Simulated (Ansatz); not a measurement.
**Nudged elastic band run: CH6OZn**

input.yaml

```yaml
crystal:
  periodic: [false, false, false]
  atoms:
    - { symbol: Zn, position_ang: [0.550426, 0.126111, -0.186943] }
    - { symbol: O, position_ang: [0.0291, 0.938698, -1.689024] }
    - { symbol: C, position_ang: [1.126812, -0.862867, 1.36188] }
    - { symbol: H, position_ang: [-2.251636, 0.592245, -1.516873] }
    - { symbol: H, position_ang: [-3.00485, 0.530196, -1.390009] }
    - { symbol: H, position_ang: [-0.180242, 1.875245, -1.615605] }
    - { symbol: H, position_ang: [2.202691, -1.091049, 1.307954] }
    - { symbol: H, position_ang: [0.946973, -0.292831, 2.286696] }
    - { symbol: H, position_ang: [0.580826, -1.815949, 1.441922] }
magnetization:
  spin_polarized: true
basis:
  gaussian: { orbitals: def2-SVP }
hamiltonian:
  xc: pbe0
  dispersion: d4
neb:
  order_check: false
  images: 9
  f_tol: 0.05
  max_iterations: 60
  final_atoms:
    - { symbol: Zn, position_ang: [-0.9451907, -0.49879817, 0.06828789] }
    - { symbol: O, position_ang: [-0.37785613, 1.30516812, -1.12603952] }
    - { symbol: C, position_ang: [0.73637677, -0.72968747, 1.05727575] }
    - { symbol: H, position_ang: [-0.85477724, 1.45130223, -1.95098601] }
    - { symbol: H, position_ang: [-2.3871607, -0.67755676, -0.52364766] }
    - { symbol: H, position_ang: [0.55325428, 1.46917147, -1.31496034] }
    - { symbol: H, position_ang: [1.60232986, -0.82821591, 0.37843184] }
    - { symbol: H, position_ang: [0.94108857, 0.13454025, 1.71316324] }
    - { symbol: H, position_ang: [0.73203529, -1.62612477, 1.69847279] }
  initial_path:
    images:
      - { positions_ang: [[0.550426, 0.126111, -0.186943], [0.0291, 0.938698, -1.689024], [1.126812, -0.862867, 1.36188], [-2.251636, 0.592245, -1.516873], [-3.00485, 0.530196, -1.390009], [-0.180242, 1.875245, -1.615605], [2.202691, -1.091049, 1.307954], [0.946973, -0.292831, 2.286696], [0.580826, -1.815949, 1.441922]] }
      - { positions_ang: [[0.33765154, 0.06477105, -0.12285127], [-0.04286865, 0.98734588, -1.66709228], [1.08748698, -0.86858347, 1.35882987], [-2.11323853, 0.64595302, -1.50052855], [-2.83933444, 0.48775167, -1.29054958], [-0.13996399, 1.85050078, -1.74551975], [2.13893975, -0.98961974, 1.23327812], [0.92474, -0.33119239, 2.29851178], [0.64668734, -1.8471278, 1.43591965]] }
      - { positions_ang: [[0.12487709, 0.00343109, -0.05875953], [-0.1148373, 1.03599377, -1.64516056], [1.04816196, -0.87429995, 1.35577975], [-1.97484107, 0.69966105, -1.4841841], [-2.67381888, 0.44530734, -1.19109016], [-0.09968598, 1.82575656, -1.8754345], [2.07518849, -0.88819048, 1.15860224], [0.90250701, -0.36955378, 2.31032756], [0.71254868, -1.87830661, 1.42991731]] }
      - { positions_ang: [[-0.08789737, -0.05790886, 0.0053322], [-0.18680595, 1.08464165, -1.62322884], [1.00883694, -0.88001642, 1.35272962], [-1.8364436, 0.75336907, -1.46783965], [-2.50830332, 0.40286302, -1.09163074], [-0.05940797, 1.80101235, -2.00534925], [2.01143724, -0.78676122, 1.08392636], [0.88027401, -0.40791516, 2.32214334], [0.77841002, -1.90948541, 1.42391496]] }
      - { positions_ang: [[-0.30067183, -0.11924882, 0.06942393], [-0.25877459, 1.13328953, -1.60129712], [0.96951192, -0.88573289, 1.34967949], [-1.69804613, 0.80707709, -1.4514952], [-2.34278776, 0.36041869, -0.99217132], [-0.01912996, 1.77626813, -2.135264], [1.94768599, -0.68533196, 1.00925048], [0.85804102, -0.44627655, 2.33395913], [0.84427135, -1.94066422, 1.41791261]] }
      - { positions_ang: [[-0.51344629, -0.18058877, 0.13351566], [-0.33074324, 1.18193742, -1.5793654], [0.9301869, -0.89144937, 1.34662936], [-1.55964867, 0.86078511, -1.43515075], [-2.17727221, 0.31797436, -0.8927119], [0.02114804, 1.75152391, -2.26517875], [1.88393474, -0.5839027, 0.9345746], [0.83580802, -0.48463794, 2.34577491], [0.91013269, -1.97184302, 1.41191026]] }
      - { positions_ang: [[-0.59979517, -0.24423065, 0.12047011], [-0.34016582, 1.20658356, -1.48870022], [0.89142488, -0.85909699, 1.28875864], [-1.41867438, 0.97888854, -1.5383178], [-2.21924991, 0.11886814, -0.81889905], [0.12756929, 1.69505342, -2.07513507], [1.82761376, -0.63276534, 0.82334605], [0.85686413, -0.3608023, 2.21925257], [0.87451321, -1.90269937, 1.46922277]] }
      - { positions_ang: [[-0.68614405, -0.30787253, 0.10742456], [-0.3495884, 1.2312297, -1.39803505], [0.85266285, -0.82674461, 1.23088792], [-1.2777001, 1.09699196, -1.64148485], [-2.26122761, -0.08023809, -0.7450862], [0.23399054, 1.63858293, -1.88509139], [1.77129279, -0.68162798, 0.71211749], [0.87792024, -0.23696666, 2.09273024], [0.83889373, -1.83355572, 1.52653528]] }
      - { positions_ang: [[-0.77249293, -0.37151441, 0.094379], [-0.35901097, 1.25587584, -1.30736987], [0.81390082, -0.79439223, 1.1730172], [-1.13672581, 1.21509538, -1.7446519], [-2.30320531, -0.27934431, -0.67127335], [0.34041178, 1.58211245, -1.6950477], [1.71497181, -0.73049062, 0.60088894], [0.89897635, -0.11313102, 1.96620791], [0.80327425, -1.76441207, 1.58384778]] }
      - { positions_ang: [[-0.85884181, -0.43515629, 0.08133345], [-0.36843355, 1.28052198, -1.21670469], [0.7751388, -0.76203985, 1.11514647], [-0.99575153, 1.33319881, -1.84781896], [-2.34518301, -0.47845054, -0.59746051], [0.44683303, 1.52564196, -1.50500402], [1.65865084, -0.77935326, 0.48966039], [0.92003246, 0.01070461, 1.83968557], [0.76765477, -1.69526842, 1.64116029]] }
      - { positions_ang: [[-0.9451907, -0.49879817, 0.06828789], [-0.37785613, 1.30516812, -1.12603952], [0.73637677, -0.72968747, 1.05727575], [-0.85477724, 1.45130223, -1.95098601], [-2.3871607, -0.67755676, -0.52364766], [0.55325428, 1.46917147, -1.31496034], [1.60232986, -0.82821591, 0.37843184], [0.94108857, 0.13454025, 1.71316324], [0.73203529, -1.62612477, 1.69847279]] }
```

Command:

```bash
$ ansatz run input.yaml --threads 2 --pin off --max-ram 3072MiB --backend cpu --events-out ev --progress --plain --runs-dir out
```

Output, in part (warnings, iteration lines, the closing report on the highest movable image, with atoms numbered from 0):

```
NEB end point (image 0): max|allowed force component| = 1.747e-2 eV/Å (the criterion of neb.relax_end_points is 1.000e-2)
NEB end point (image 10): max|allowed force component| = 2.909e-3 eV/Å (the criterion of neb.relax_end_points is 1.000e-2)
NEB iter   1: max|band force component| = 1.301e1 eV/Å  barrier→ = 1.8669 eV  barrier← = 1.9963 eV  Δτ_max = 0.2000 Å  (298 SCF iters)
NEB iter   2: max|band force component| = 1.874e0 eV/Å  barrier→ = 0.9362 eV  barrier← = 1.0656 eV  Δτ_max = 0.2000 Å  (270 SCF iters)
NEB iter   3: max|band force component| = 1.424e0 eV/Å  barrier→ = 0.8566 eV  barrier← = 0.9860 eV  Δτ_max = 0.1962 Å  (268 SCF iters)
NEB iter   4: max|band force component| = 1.659e0 eV/Å  barrier→ = 0.7090 eV  barrier← = 0.8384 eV  Δτ_max = 0.1009 Å  (273 SCF iters)
NEB iter   5: max|band force component| = 1.318e0 eV/Å  barrier→ = 0.6783 eV  barrier← = 0.8077 eV  Δτ_max = 0.1011 Å  (271 SCF iters)
NEB iter   6: max|band force component| = 5.688e-1 eV/Å  barrier→ = 0.6900 eV  barrier← = 0.8194 eV  Δτ_max = 0.1805 Å  (266 SCF iters)
NEB iter   7: max|band force component| = 6.677e-1 eV/Å  barrier→ = 0.5983 eV  barrier← = 0.7277 eV  Δτ_max = 0.1012 Å  (276 SCF iters)
NEB iter   8: max|band force component| = 1.039e0 eV/Å  barrier→ = 0.5985 eV  barrier← = 0.7279 eV  CI = image 5  Δτ_max = 0.1012 Å  (264 SCF iters)
NEB iter   9: max|band force component| = 9.005e-1 eV/Å  barrier→ = 0.7771 eV  barrier← = 0.9065 eV  CI = image 5  Δτ_max = 0.2000 Å  (268 SCF iters)
NEB iter  10: max|band force component| = 7.534e-1 eV/Å  barrier→ = 0.8952 eV  barrier← = 1.0246 eV  CI = image 5  Δτ_max = 0.1025 Å  (261 SCF iters)
NEB iter  11: max|band force component| = 3.968e-1 eV/Å  barrier→ = 0.8642 eV  barrier← = 0.9936 eV  CI = image 5  Δτ_max = 0.0888 Å  (267 SCF iters)
NEB iter  12: max|band force component| = 2.820e-1 eV/Å  barrier→ = 0.8220 eV  barrier← = 0.9514 eV  CI = image 5  Δτ_max = 0.0709 Å  (260 SCF iters)
NEB iter  13: max|band force component| = 8.666e-2 eV/Å  barrier→ = 0.8099 eV  barrier← = 0.9393 eV  CI = image 5  Δτ_max = 0.0820 Å  (271 SCF iters)
NEB iter  14: max|band force component| = 1.021e-1 eV/Å  barrier→ = 0.8016 eV  barrier← = 0.9310 eV  CI = image 5  Δτ_max = 0.0404 Å  (273 SCF iters)
NEB iter  15: max|band force component| = 6.065e-2 eV/Å  barrier→ = 0.8001 eV  barrier← = 0.9295 eV  CI = image 5  Δτ_max = 0.0403 Å  (249 SCF iters)
NEB iter  16: max|band force component| = 4.618e-2 eV/Å  barrier→ = 0.7995 eV  barrier← = 0.9289 eV  CI = image 5  Δτ_max = 0.0000 Å  (486 SCF iters)
Total energy: -51580.76611272 eV, -1895.5581919436 hartree
Atom 0 at    -0.172149    -0.036972    -0.192984 Å, force     0.034711    -0.004243     0.036517 eV/Å
Atom 1 at    -0.340339     1.090776    -1.784084 Å, force     0.024769    -0.019360    -0.004963 eV/Å
Atom 2 at     0.878798    -0.822467     1.244368 Å, force    -0.026640     0.008298    -0.028393 eV/Å
Atom 3 at    -1.471105     0.639672    -1.357163 Å, force    -0.019860     0.006469     0.008763 eV/Å
Atom 4 at    -1.993976     0.023812    -0.765125 Å, force    -0.003674     0.004116    -0.012209 eV/Å
Atom 5 at    -0.174206     2.041325    -1.756256 Å, force    -0.015850     0.004092     0.000578 eV/Å
Atom 6 at     1.923980    -0.972153     0.932182 Å, force     0.004301    -0.000033    -0.000688 eV/Å
Atom 7 at     0.880904    -0.166857     2.129718 Å, force     0.000732    -0.002283     0.001961 eV/Å
Atom 8 at     0.468193    -1.797338     1.549342 Å, force     0.001513     0.002944    -0.001566 eV/Å
Dipole moment:     0.119598     0.254334     0.130922 e Å
```

It converged. A vibrational analysis at the climbing image gives one clearly imaginary mode, 1127i cm⁻¹: a first-order saddle point. The orbitals were unrestricted but ended closed-shell.

Final band (atoms are numbered from 1 in the order of the input):

| image | path coordinate (Å) | energy (eV) | H4–H5 (Å) | Zn1–H5 (Å) | O2–H4 (Å) |
| --- | --- | --- | --- | --- | --- |
| 0 | 0.00 | 0.00 | 0.77 | 3.78 | 2.31 |
| 1 | 0.49 | 0.00 | 0.77 | 3.56 | 2.34 |
| 2 | 0.98 | 0.02 | 0.77 | 3.27 | 2.32 |
| 3 | 1.47 | 0.09 | 0.77 | 2.76 | 2.08 |
| 4 | 1.97 | 0.36 | 0.80 | 2.28 | 1.74 |
| 5 | 2.46 | 0.80 | 1.00 | 1.91 | 1.29 |
| 6 | 3.04 | 0.14 | 1.57 | 1.64 | 0.99 |
| 7 | 3.62 | -0.05 | 2.04 | 1.59 | 0.97 |
| 8 | 4.20 | -0.10 | 2.47 | 1.58 | 0.97 |
| 9 | 4.78 | -0.12 | 2.90 | 1.57 | 0.96 |
| 10 | 5.36 | -0.13 | 2.99 | 1.57 | 0.96 |

Time of the run: 3.1 min on 2 threads of AMD EPYC 9R45 96-Core Processor (Zen 5), with other jobs on the host, peak memory 0.27 GiB.
